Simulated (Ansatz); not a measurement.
AlSiH3Cl2⁻, that is AlCl2(SiH3) with one electron more. Total charge -1; doublet. Geometry PBE0-D4/def2-SVP, that of the neutral singlet.

```xyz
7

Al    0.469   -0.281    1.172
Cl    0.844   -2.260    1.765
Cl    0.933    1.216    2.570
Si   -0.428    0.248   -1.025
H    -1.216    1.517   -0.978
H    -1.303   -0.862   -1.511
H     0.701    0.423   -1.993
```

At PBE-D4/def2-TZVPD, r2SCAN-D4/def2-TZVPD, PBE0-D4/def2-TZVPD the highest occupied level of the charge -1 doublet lies above zero (up to 1.87 eV). By energy differences its removal costs 0.47 eV (vertical, to the charge 0 singlet, at PBE-D4/def2-TZVPD); a positive level beside a positive removal energy at the same level points to self-interaction error.

**Question.** Estimate the α-spin orbital energies around the gap (eV) in Ansatz with PBE-D4/def2-TZVPD, r2SCAN-D4/def2-TZVPD, PBE0-D4/def2-TZVPD.

**Answer.** 
```json
{"orbital": "HOMO−5", "PBE-D4/def2-TZVPD": "-3.92", "r2SCAN-D4/def2-TZVPD": "-4.26", "PBE0-D4/def2-TZVPD": "-5.34"}
{"orbital": "HOMO−4", "PBE-D4/def2-TZVPD": "-3.80", "r2SCAN-D4/def2-TZVPD": "-4.16", "PBE0-D4/def2-TZVPD": "-5.23"}
{"orbital": "HOMO−3", "PBE-D4/def2-TZVPD": "-3.43", "r2SCAN-D4/def2-TZVPD": "-3.78", "PBE0-D4/def2-TZVPD": "-4.86"}
{"orbital": "HOMO−2", "PBE-D4/def2-TZVPD": "-3.24", "r2SCAN-D4/def2-TZVPD": "-3.58", "PBE0-D4/def2-TZVPD": "-4.60"}
{"orbital": "HOMO−1", "PBE-D4/def2-TZVPD": "-2.25", "r2SCAN-D4/def2-TZVPD": "-2.48", "PBE0-D4/def2-TZVPD": "-3.33"}
{"orbital": "HOMO", "PBE-D4/def2-TZVPD": "1.87", "r2SCAN-D4/def2-TZVPD": "1.72", "PBE0-D4/def2-TZVPD": "1.17"}
{"orbital": "LUMO", "PBE-D4/def2-TZVPD": "2.29", "r2SCAN-D4/def2-TZVPD": "2.62", "PBE0-D4/def2-TZVPD": "2.83"}
{"orbital": "LUMO+1", "PBE-D4/def2-TZVPD": "3.19", "r2SCAN-D4/def2-TZVPD": "3.60", "PBE0-D4/def2-TZVPD": "3.68"}
{"orbital": "LUMO+2", "PBE-D4/def2-TZVPD": "3.27", "r2SCAN-D4/def2-TZVPD": "3.88", "PBE0-D4/def2-TZVPD": "3.69"}
{"orbital": "LUMO+3", "PBE-D4/def2-TZVPD": "3.64", "r2SCAN-D4/def2-TZVPD": "4.11", "PBE0-D4/def2-TZVPD": "4.17"}
{"orbital": "LUMO+4", "PBE-D4/def2-TZVPD": "3.74", "r2SCAN-D4/def2-TZVPD": "4.19", "PBE0-D4/def2-TZVPD": "4.30"}
{"orbital": "LUMO+5", "PBE-D4/def2-TZVPD": "3.82", "r2SCAN-D4/def2-TZVPD": "4.33", "PBE0-D4/def2-TZVPD": "4.34"}
{"orbital": "β HOMO", "PBE-D4/def2-TZVPD": "-2.04", "r2SCAN-D4/def2-TZVPD": "-2.22", "PBE0-D4/def2-TZVPD": "-3.08"}
{"orbital": "β LUMO", "PBE-D4/def2-TZVPD": "2.60", "r2SCAN-D4/def2-TZVPD": "3.18", "PBE0-D4/def2-TZVPD": "3.11"}
```
